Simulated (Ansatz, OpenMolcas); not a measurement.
**CsI (SMILES [I][Cs]): the vertical ionisation energy from total energies**

CsI has 2 atoms, charge 0, and is taken as a singlet. As SMILES, `[I][Cs]`. The bond length is the measured one.

```xyz
2

I     0.0000    0.0000    0.0000
Cs    0.0000    0.0000    3.3152
```

Both states at this one shape; open shells run unrestricted unless said. 1 Eh = 27.2114 eV.

| level | program | singlet CsI (Eh) | doublet CsI+ (Eh) | HOMO of the first (eV) |
| --- | --- | --- | --- | --- |
| M06-2X/def2-TZVP (core potential) | OpenMolcas | -317.815224 | -317.544010 | -6.44 |
| HSE06/def2-TZVP (core potential) | Ansatz | -317.961290 | -317.683869 | -5.01 |

Problem. Work out the vertical ionisation energy at each level.

Solution. 
1. M06-2X/def2-TZVP (core potential): -317.544010 − (-317.815224) = 0.271214 Eh = 7.38 eV; −ε(HOMO) = 6.44 eV.
2. HSE06/def2-TZVP (core potential): -317.683869 − (-317.961290) = 0.277421 Eh = 7.55 eV; −ε(HOMO) = 5.01 eV.

No measured value is set beside it here; the levels span 7.38 to 7.55 eV. Spin-orbit coupling, which splits open shells on such heavy atoms by tenths of an eV, is left out.
